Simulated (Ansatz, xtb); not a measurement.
**C4H7BrSi: 12 structures ranked**

12 gas-phase structures of C4H7BrSi, from a drawn sample of its isomers (lower ones may exist). Each was relaxed with GFN2-xTB:

A. `C=C/C(Br)=C/[SiH3]`, a singlet
B. `[SiH3]/C=C/C=C/Br`, a singlet
C. `C=C/C=C(/[SiH3])Br`, a singlet
D. `C=C([SiH3])C(=C)Br`, a singlet
E. `C=C(Br)/C=C\[SiH3]`, a singlet
F. `C=C([SiH3])/C=C\Br`, a singlet
G. `C=C/C([SiH3])=C\Br`, a singlet
H. `C=C/C([SiH3])=C/Br`, a singlet
I. `C=C/C=C(\[SiH3])Br`, a singlet
J. `C=C/C(Br)=C\[SiH3]`, a singlet
K. `C=C([SiH3])/C=C/Br`, a singlet
L. `C=C(Br)/C=C/[SiH3]`, a singlet

**Question.** Make a reasoned guess at their ranking by r2SCAN-D4/def2-SVP single-point energy.

**Answer.** Calculated order at r2SCAN-D4/def2-SVP: C (0.0), A (0.8), B (1.3), L (1.6), I (1.8), G (1.9), J (2.1), K (3.7), H (4.5), E (5.6), D (6.3), F (8.0) kcal/mol. Less than 1 kcal/mol parts C and A; A and B; B and L; L and I; I and G; G and J; K and H; E and D, so the order within those pairs means little.

Energies above the lowest of each column, in kcal/mol; the last columns are at PBE0-D3(BJ)/def2-SVP geometries and were run for some of them only (a dash: not run or not comparable):

```
structure  GFN2-xTB  HF/STO-3G  r2SCAN-D4/def2-SVP  PBE0-D3(BJ)/def2-SVP  CCSD(T)/def2-SVP + ΔMP2/def2-TZVPP
        C       0.6        1.3                 0.0                   0.0                                 0.0
        A       0.0        2.0                 0.8                   0.8                                 0.7
        B       0.7        0.0                 1.3                   1.4                                 1.8
        L       1.5        1.5                 1.6                   1.5                                 1.0
        I       0.9        3.0                 1.8                   1.5                                 1.4
        G       0.7        2.1                 1.9                   1.5                                 1.4
        J       0.1        2.8                 2.1                     –                                   –
        K       2.2        2.9                 3.7                     –                                   –
        H       1.6        4.0                 4.5                     –                                   –
        E       3.8        5.5                 5.6                     –                                   –
        D       2.5        5.8                 6.3                     –                                   –
        F       4.5        5.9                 8.0                     –                                   –
```

CCSD(T)/def2-SVP + ΔMP2/def2-TZVPP puts C lowest of those it was run on, with A and L within 1 kcal/mol; HF/STO-3G picks B. CCSD(T)/def2-SVP + ΔMP2/def2-TZVPP orders those it was run on as C (0.0), A (0.7), L (1.0), I (1.4), G (1.4), B (1.8) kcal/mol. Less than 1 kcal/mol parts C and A; A and L; L and I; I and G; G and B, so the order within those pairs means little. Flexible structures stand in one conformer each, not always the lowest. Frequencies (GFN2-xTB) were run for A, B, C, G, I, L alone. ΔMP2 is the change of the MP2 energy from the smaller to the larger basis.

Over these structures GFN2-xTB departs from r2SCAN-D4/def2-SVP by 1.0 kcal/mol on average once a common shift is removed. A GFN2-xTB relaxation took about 0.13 s and the r2SCAN-D4/def2-SVP energy about 3.3 s on a shared host (Ansatz 0.2.0, xtb 6.7.1).
